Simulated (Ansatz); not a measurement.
TiO4: single points at one geometry.

```yaml
crystal:
  periodic: [false, false, false]
  atoms:
    - {symbol: Ti, position_ang: [-0.000223, -0.000536, 0.000077]}
    - {symbol: O, position_ang: [-1.551767, 0.049967, -0.920886]}
    - {symbol: O, position_ang: [-1.442863, 1.081561, 0.069631]}
    - {symbol: O, position_ang: [1.798888, -0.129665, -0.057601]}
    - {symbol: O, position_ang: [1.195974, -1.001316, 0.908779]}
basis:
  gaussian: {orbitals: def2-SVP, initial_orbitals: start.molden}
hamiltonian: {xc: pbe0, dispersion: d4}
scf: {omitted_lower_state_checks: [starts]}
output: {orbitals: {seedname: orbitals}}
```

The file start.molden holds the orbitals of an earlier run on this structure, at another level or in another basis.

```sh
$ ansatz run in.yaml --threads 4 --pin off --events-out ev --progress --plain --max-ram 4787MiB
```

Output, abridged:

```
Functional definition: PBE0
868 factors; integrals over basis functions are off by at most 1.1e-3 eV
mean field evaluation 1: about -31276.7917 eV, gradient 1.2e1 eV
mean field evaluation 2: about -31277.0583 eV, gradient 1.7e-1 eV
mean field evaluation 4: about -31277.2143 eV, gradient 7.5e-4 eV
mean field -31277.21434688 eV, -1149.4164267904 hartree, gradient 2.4e-5 eV, S^2 0.000000; 0 other end points of the search recorded, 0 dependent functions left out
reference -31277.21442439 eV, -1149.4164296388 hartree; 27, 27 occupied and 60, 60 virtual orbitals, 868 factors
Total energy: -31277.30006305 eV, -1149.4195768017 hartree
Checks for a lower state left out: starts
```

Hardware: 4 threads of Arm Neoverse V1 on a shared host. Wall time 1 s.

First input, but with `gaussian: {orbitals: def2-TZVP, initial_orbitals: start.molden}` (abridged; 2.3 s):

```
Functional definition: PBE0
mean field -31290.47860201 eV, -1149.9038791759 hartree, gradient 9.9e-6 eV, S^2 0.000000
Total energy: -31290.56427689 eV, -1149.9070276694 hartree
Checks for a lower state left out: starts
```

The first input with `gaussian: {orbitals: def2-TZVP, initial_orbitals: start.molden}`, `hamiltonian: {xc: lda}` (abridged; 0.75 s):

```
Functional definition: SPW92
mean field -31193.10613624 eV, -1146.3255070601 hartree, gradient 7.2e-5 eV, S^2 0.000000
Total energy: -31193.10618322 eV, -1146.3255087865 hartree
Checks for a lower state left out: starts
```

As the first input, with `hamiltonian: {xc: pbe, dispersion: d4}` (abridged; 0.7 s):

```
Functional definition: PBE
mean field -31278.44723651 eV, -1149.4617346487 hartree, gradient 3.8e-5 eV, S^2 0.000000
Total energy: -31278.54906783 eV, -1149.4654768807 hartree
Checks for a lower state left out: starts
```

The first input with `gaussian: {orbitals: 6-31G}`, `hamiltonian: {xc: hf}` (abridged; 0.35 s):

```
Functional definition: HF
mean field -31225.30298962 eV, -1147.5087195980 hartree, gradient 3.2e-5 eV, S^2 0.000000
Total energy: -31225.30298962 eV, -1147.5087195980 hartree
Checks for a lower state left out: starts
```

As the first input, with `gaussian: {orbitals: def2-TZVPD, initial_orbitals: start.molden}`, `hamiltonian: {xc: r2scan, dispersion: d4}` (abridged; 3.7 s):

```
Functional definition: r2SCAN
mean field -31300.67745396 eV, -1150.2786800718 hartree, gradient 7.4e-6 eV, S^2 0.000000
Total energy: -31300.70108529 eV, -1150.2795485072 hartree
Checks for a lower state left out: starts
```

The first input with `gaussian: {orbitals: def2-TZVPP, initial_orbitals: start.molden}`, `correlation: {method: ccsd_t}` and without the key `hamiltonian` (abridged; 71 s):

```
Functional definition: HF
mean field -31234.52125504 eV, -1147.8474846038 hartree, gradient 2.8e-6 eV, S^2 0.000000
9 core orbitals not correlated: weight in the atoms' cores, before any rotation towards them, 1.000 or more for the frozen orbitals, at most 0.000 for the correlated occupied ones
second order -38.02568503 eV of doubles, -0.00000000 eV of singles
cycle   1  -34.63635117 eV  change     3.4e0 eV  update   3.5e-1
cycle   2  -36.65895687 eV  change    -2.0e0 eV  update   2.8e-1
cycle   3  -37.07016224 eV  change   -4.1e-1 eV  update   8.6e-2
cycle   4  -37.12723439 eV  change   -5.7e-2 eV  update   4.7e-2
cycle   5  -37.08081595 eV  change    4.6e-2 eV  update   1.9e-2
cycle   6  -37.08364019 eV  change   -2.8e-3 eV  update   1.1e-2
cycle   7  -37.09314533 eV  change   -9.5e-3 eV  update   5.5e-3
cycle   8  -37.09120436 eV  change    1.9e-3 eV  update   2.3e-3
cycle   9  -37.09194272 eV  change   -7.4e-4 eV  update   1.0e-3
cycle  10  -37.09389186 eV  change   -1.9e-3 eV  update   5.2e-4
cycle  11  -37.09277487 eV  change    1.1e-3 eV  update   2.8e-4
cycle  12  -37.09211448 eV  change    6.6e-4 eV  update   1.2e-4
cycle  13  -37.09246408 eV  change   -3.5e-4 eV  update   6.0e-5
cycle  14  -37.09233185 eV  change    1.3e-4 eV  update   3.3e-5
cycle  15  -37.09232728 eV  change    4.6e-6 eV  update   2.2e-5
perturbative correction -2.30725074 eV, -0.0847899009 hartree
Total energy: -31273.92083307 eV, -1149.2953923903 hartree
Checks for a lower state left out: starts
```

Geometry: PBE0-D4/def2-SVP.

The 6-31G sets use Cartesian d functions. Correlated methods freeze 9 core orbitals; core or outer-core shells of Ti are correlated, in sets that lack core-valence functions. The structure holds 2 bonds between oxygen atoms, so isomers without such links may lie far lower. The structure comes from a short search, and lower isomers may exist.
